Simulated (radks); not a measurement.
Polarisability of the erbium ion Er+, [Xe] 4f12 6s1, at imaginary frequency. All-electron calculation, scalar-relativistic Kohn-Sham, exchange-only LDA, spin-unpolarised, spherical densities, finite nucleus; Fermi nuclear charge, rms radius 5.2516 fm. Program: a radial shooting solver on a logarithmic mesh with Libxc functionals. Response by self-consistent Sternheimer equations with the Hartree and adiabatic exchange-only LDA kernel, the relativistic mass of each level held fixed and spin-orbit coupling left out.

w (hartree),alpha1(iw) (bohr^3)
0.00266,60.39
0.0143,59.88
0.0360,57.16
0.0697,49.96
0.118,38.35
0.186,26.17
0.280,16.96
0.413,11.15
0.605,7.606
0.892,5.253
1.35,3.466
2.12,2.052
3.59,1.030
6.94,0.4031
17.5,0.09595

Static values: alpha1 = 60.41 bohr^3 (8.952 angstrom^3; uncoupled 103.8). C6 = 479.5, triple-dipole C9 = 19860 atomic units. One-pole (London) frequency 4 C6 / (3 alpha1^2) = 0.175 hartree, against 0.310 for minus the highest occupied eigenvalue.
